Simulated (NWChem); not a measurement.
System: silanone (SiH2O); SMILES O=[SiH2]

```xyz
4

Si     0.0000     0.0000    -0.4370
O      0.0000     0.0000     1.0951
H      0.0000    -1.2354    -1.2734
H      0.0000     1.2354    -1.2734
```
Atoms are numbered in this order, from 1.

All runs: NWChem. Pople sets run with spherical d functions. The geometry was optimised at PBE0/def2-SVP. Solvent water, SMD (1 M gas to 1 M solution), gas-phase geometry. Reactions with the solvent are ignored.

```csv
level,basis functions,solvation free energy (kcal/mol),cavity-dispersion-structure term (kcal/mol),dipole in solution (D)
PBE0/STO-3G,16,-2.1,1.1,2.13
PBE0/3-21G,26,___,1.1,___
PBE0/6-31G*,36,-7.8,1.1,4.66
PBE0/6-31+G*,44,-9.5,1.1,5.34
PBE0/6-311G**,56,-8.9,1.1,4.95
PBE0/6-311++G**,66,-10.0,1.1,5.46
```

Fill in the missing entries.


- PBE0/3-21G, solvation free energy (kcal/mol): -6.9
- PBE0/3-21G, dipole in solution (D): 3.98
